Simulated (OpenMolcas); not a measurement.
**Se VI: effect of the active space**

```json
{
  "Program": "OpenMolcas 26.06",
  "Method": "CASSCF or its RAS form",
  "Basis": "ANO-RCC-VQZP",
  "Scalar Hamiltonian": "DKH2, point nucleus",
  "Spin-orbit coupling": "state interaction with AMFI integrals over the reference wave functions, term energies averaged over their components"
}
```

A. 1 electron in 4 orbitals (4s 4p); 2S+1 = 2 even, 1 root; 2S+1 = 2 odd, 3 roots; cost of the order of 6 core-seconds
B. 1 electron in 9 orbitals (RAS2 4s 4p; RAS3 4d, at most 1 electron); 2S+1 = 2 even, 1 root; 2S+1 = 2 odd, 3 roots; cost about 6 core-seconds

Energies in cm⁻¹ above 4s ²S_1/2, the measured ground level; measured values from Moore, Atomic Energy Levels, vol. II, NSRDS-NBS 35 (1971 reprint of NBS Circular 467, 1952).

| Level | A | B | Measured |
| --- | --- | --- | --- |
| 4s ²S_1/2 | 0.0 | 0.0 | 0.0 |
| 4p ²P°_1/2 | 111440 | 111440 | 112762 |
| 4p ²P°_3/2 | 116381 | 116381 | 118462 |

Deviations, from unrounded energies. A percentage is the sum of absolute deviations over the sum of measured energies, with the sign that they share, or ± where signs differ.

| Against measurement | Levels | A | B |
| --- | --- | --- | --- |
| mean absolute deviation (cm-1) | 2 | 1700 | 1700 |
| other configurations (%) | 2 | -1.5 | -1.5 |

A, B lie about equally close to measurement. The largest miss of A in the table is 4p ²P°_3/2, by -2100 cm-1. The ranking rests on the paired levels alone, and a cruder setting can come out closer through cancelling errors.

Between A and B no level of the table moves by more than 5 cm-1.

With one active electron the reference holds no correlation, so core polarisation is missing. With one active electron outside closed inactive shells, the extra shells (4d) add no correlation to the reference (holds for B). Measured partners are found by configuration, term and J. A level has none where our copy of the source lacks it or the pairing is in doubt (some pairs that miss far off the trend of their configuration count as doubtful), and it then counts in no deviation. Only configurations of the active space appear.

° marks odd parity.
